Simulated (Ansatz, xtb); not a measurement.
**Two isomers of C4H12OSi**

We compare a, `C[SiH2]OC(C)C`, a singlet, with b, `CC(C)(C)[SiH2]O`, a singlet. Both are isolated molecules in the gas phase, relaxed with r2SCAN-D4/def2-SVP; the shapes shown needn't be the lowest conformers.

a (Å):

```
atom    x (Å)    y (Å)    z (Å)
   C  -3.7241   1.3132   0.0487
   C  -0.0967  -0.6594   0.9159
   C   0.4501  -0.3452   2.3022
   C   0.9658  -0.5577  -0.1645
   O  -1.1404   0.2503   0.5730
  Si  -2.7122   0.1825   1.1305
   H  -3.3364   2.3431   0.0982
   H  -3.6898   0.9859  -1.0023
   H  -4.7773   1.3294   0.3722
   H  -2.8104   0.6212   2.5608
   H  -3.2011  -1.2346   1.0575
   H  -0.5054  -1.6930   0.9188
   H   1.2694  -1.0322   2.5668
   H  -0.3327  -0.4384   3.0715
   H   0.8356   0.6869   2.3292
   H   0.5307  -0.7790  -1.1504
   H   1.7904  -1.2625   0.0242
   H   1.3749   0.4649  -0.1922
```

b (Å):

```yaml
atoms:
  - { symbol: C, position_ang: [-1.3688, 1.1540, -1.2773] }
  - { symbol: C, position_ang: [-0.7728, -0.2238, -0.9591] }
  - { symbol: C, position_ang: [-1.2874, -1.2652, -1.9643] }
  - { symbol: C, position_ang: [0.7611, -0.1651, -1.0121] }
  - { symbol: O, position_ang: [-0.6793, -2.2322, 1.2129] }
  - { symbol: Si, position_ang: [-1.3041, -0.7372, 0.7898] }
  - { symbol: H, position_ang: [-1.0247, 1.9240, -0.5659] }
  - { symbol: H, position_ang: [-2.4719, 1.1413, -1.2539] }
  - { symbol: H, position_ang: [-1.0649, 1.4826, -2.2884] }
  - { symbol: H, position_ang: [-0.8849, -2.2702, -1.7492] }
  - { symbol: H, position_ang: [-0.9743, -1.0022, -2.9916] }
  - { symbol: H, position_ang: [-2.3890, -1.3307, -1.9619] }
  - { symbol: H, position_ang: [1.2118, -1.1338, -0.7394] }
  - { symbol: H, position_ang: [1.1042, 0.0925, -2.0312] }
  - { symbol: H, position_ang: [1.1637, 0.5967, -0.3238] }
  - { symbol: H, position_ang: [-2.8044, -0.7509, 0.8549] }
  - { symbol: H, position_ang: [-0.7595, 0.2241, 1.7907] }
  - { symbol: H, position_ang: [-1.1118, -3.0023, 0.8276] }
```

Quicker runs give these differences E(b) − E(a): GFN2-xTB +7.0 kJ/mol; HF/STO-3G +39.9 kJ/mol (at GFN2-xTB geometries); r2SCAN-D4/def2-SVP//GFN2-xTB −1.9 kJ/mol.

**Question.** Estimate E(b) − E(a) at the level CCSD(T)/def2-SVP + ΔMP2/def2-TZVPP.

**Answer.** Calculated at CCSD(T)/def2-SVP + ΔMP2/def2-TZVPP: E(b) − E(a) = −17.3 kJ/mol, so structure b lies lower.

The same difference at several levels:

| level | geometry | E(b) − E(a) (kJ/mol) | departure from the last row (kJ/mol) | job, with rough time for the two |
| --- | --- | --- | --- | --- |
| GFN2-xTB | GFN2-xTB | +7.0 | +24.3 | optimisation, 0.28 s |
| HF/STO-3G | GFN2-xTB | +39.9 | +57.2 | single point, 0.38 s |
| r2SCAN-D4/def2-SVP//GFN2-xTB | GFN2-xTB | −1.9 | +15.4 | single point, 4.2 s |
| r2SCAN-D4/def2-SVP | r2SCAN-D4/def2-SVP | −3.2 | +14.1 | optimisation, 1.7 min |
| HF/def2-SVP | r2SCAN-D4/def2-SVP | +13.5 | +30.8 | part of the CCSD(T) run |
| MP2/def2-SVP | r2SCAN-D4/def2-SVP | −17.0 | +0.4 | part of the CCSD(T) run |
| CCSD(T)/def2-SVP | r2SCAN-D4/def2-SVP | −9.5 | +7.8 | single point |
| CCSD(T)/def2-SVP + ΔMP2/def2-TZVPP | r2SCAN-D4/def2-SVP | −17.3 |  | single point, 81 s |

As drawn, b has 1 C–C, 1 O–H in place of 1 C–O, 1 C–H.

GFN2-xTB, HF/STO-3G, HF/def2-SVP put the two in the other order. r2SCAN-D4/def2-SVP//GFN2-xTB finds them nearly level. The largest departure from CCSD(T)/def2-SVP + ΔMP2/def2-TZVPP is that of HF/STO-3G, 57.2 kJ/mol. The last row adds to CCSD(T) the change of the MP2 difference between the two basis sets, here −7.8 kJ/mol.

With thermal terms from frequencies at re-optimised GFN2-xTB minima (ideal gas, soft modes damped towards free rotors, one conformer each, 298.15 K, 1 atm): the zero-point term adds +1.1 kJ/mol; ΔH is −16.8 and ΔG −12.6 kJ/mol.

The correlated steps freeze 10 core orbitals. Programs: Ansatz 0.2.0, xtb 6.7.1; the last row on 4 threads of Arm Neoverse V1 on a shared host.
